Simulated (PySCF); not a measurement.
# MH for M along the second period

PBE0 with double-zeta basis sets in PySCF, for the lowest determinant that a PBE0 search found; no spin–orbit coupling. De refers to high-spin ground-configuration atoms. A positive dipole means M(−)H(+).

| M | basis | state (unpaired electrons) | Re (Å) | ωe (cm⁻¹) | De (eV) | μ (D) |
| --- | --- | --- | --- | --- | --- | --- |
| Li | aug-cc-pVDZ | singlet (closed shell) | 1.611 | 1377 | 2.23 | -5.79 |
| Be | def2-SVPD | doublet (σ ↑) | 1.352 | 2051 | 2.45 | -0.23 |
| B | cc-pVDZ | singlet (closed shell) | 1.260 | 2323 | 3.43 | 1.45 |
| C | def2-SVP | doublet (π ↑) | 1.134 | 2871 | 3.56 | 1.54 |
| N | cc-pVDZ | triplet (π ↑↑) | 1.051 | 3251 | 3.52 | 1.53 |
| O | cc-pVDZ | doublet (π ↑) | 0.979 | 3705 | 4.34 | 1.69 |
| F | def2-SVPD | singlet (closed shell) | 0.920 | 4150 | 5.96 | 1.84 |

The shortest bond is that of HF (0.920 Å), the longest that of LiH (1.611 Å).

The rows differ in basis set, which adds steps of its own.

The state changes along the series, so neighbouring rows are not always alike in their bonding.

States were picked by a PBE0 search and need not be the measured ground states.
